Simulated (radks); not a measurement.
The numbers below are computed, except where a source is named.
Isoelectronic series with 18 electrons, all held in the configuration [Ar], which need not be the ground one along the series. Level of theory: Dirac Kohn-Sham, PBE, spin-unpolarised, spherical densities, finite nucleus; Fermi nuclear charge, rms radius of each element as measured or else 0.836 A^(1/3) + 0.57 fm (a radial shooting solver on a logarithmic mesh with Libxc functionals). Total energies (hartree) and mean radii <r> (bohr) (* marks an orbital that is empty in some or all of the ions):

ion,E (hartree),3d5/2*,3d3/2*,3p3/2,3p1/2,3s1/2,2p3/2
I35+,-6166.66474,0.2491,0.2464,0.2821,0.2735,0.2869,0.1030
Xe36+,-6426.72261,0.2432,0.2405,0.2757,0.2669,0.2802,0.1008
Cs37+,-6692.7344,0.2376,0.2348,0.2695,0.2606,0.2737,0.09876
Ba38+,-6964.7468,0.2323,0.2294,0.2636,0.2545,0.2676,0.09678
La39+,-7242.8155,0.2271,0.2242,0.2579,0.2487,0.2616,0.09488
Ce40+,-7526.9919,0.2222,0.2193,0.2524,0.2431,0.2560,0.09304
Pr41+,-7817.3335,0.2175,0.2146,0.2472,0.2377,0.2505,0.09127
Nd42+,-8113.8959,0.2130,0.2100,0.2422,0.2326,0.2452,0.08957
Pm43+,-8416.7337,0.2087,0.2056,0.2374,0.2276,0.2401,0.08793
Eu45+,-9041.4862,0.2006,0.1974,0.2282,0.2182,0.2304,0.08480

Estimate the row of Sm44+.

Answer. E (hartree) -8725.8968; 3d5/2* 0.2046; 3d3/2* 0.2014; 3p3/2 0.2327; 3p1/2 0.2228; 3s1/2 0.2352; 2p3/2 0.08634.
